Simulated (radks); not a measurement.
Rb8+, configuration [Ar] 3d10 4s1. Method: scalar-relativistic Kohn-Sham, r2SCAN, spin-polarised, spherical densities, finite nucleus; open shells are filled with parallel spins first (spin-orbit coupling, left out, can overturn this in heavy ions); meta-GGA in the generalised Kohn-Sham scheme; Fermi nuclear charge, rms radius 4.2036 fm; computed with a radial shooting solver on a logarithmic mesh with Libxc functionals.

Normalised radial functions P(r) = r R(r), r in bohr:

r,3p up
0.005477,0.0180
0.008042,0.0359
0.01171,0.0694
0.0172,0.1323
0.02504,0.2382
0.03648,0.4017
0.05355,0.6170
0.07799,0.7985
0.1145,0.7692
0.1668,0.3127
0.2448,-0.5765
0.3566,-1.3672
0.5236,-1.4420
0.7625,-0.8535
1.119,-0.2594
1.63,-0.0360
2.394,-0.0015
3.486,0.0000

3p up: eigenvalue -361.11 eV, 1 radial node at r = 0.194 bohr, <r> = 0.515 bohr, 90 % of the charge inside 0.781 bohr.
